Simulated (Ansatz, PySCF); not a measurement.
Process, species as SMILES: OO (H2O2) [hydrogen peroxide] → 2 [OH] (HO) (the O-O bond at the site shown breaks; other sites are not compared here)
Each molecule is optimised on its own at B3LYP-D3(BJ)/def2-TZVP (Ansatz, an electronic-structure program), one conformer each, not searched for the lowest.
Geometry of the first species:
```xyz
4

O      0.0155     0.7238    -0.0702
O     -0.0112    -0.7261    -0.0419
H      0.8057     0.8967     0.4614
H     -0.8394    -0.8786     0.4355
```

Quantity: bond dissociation energy (enthalpy at 298 K, with B3LYP-D3(BJ) rigid-rotor harmonic-oscillator terms from PySCF), in kcal/mol. Valence correlation only, unless marked. Open shells are spin-unrestricted. No spin-orbit coupling. No relativistic terms. Basis-set limits of correlation are two-point, X^-3; Hartree-Fock from the larger set.

| level | program | bond dissociation energy (kcal/mol) |
|---|---|---|
| HF/STO-3G | Ansatz | 15.7 |

Problem. What does CCSD(T)/CBS(def2-TZVPPD,def2-QZVPPD) (Ansatz) give?

Solution. 49.8 kcal/mol
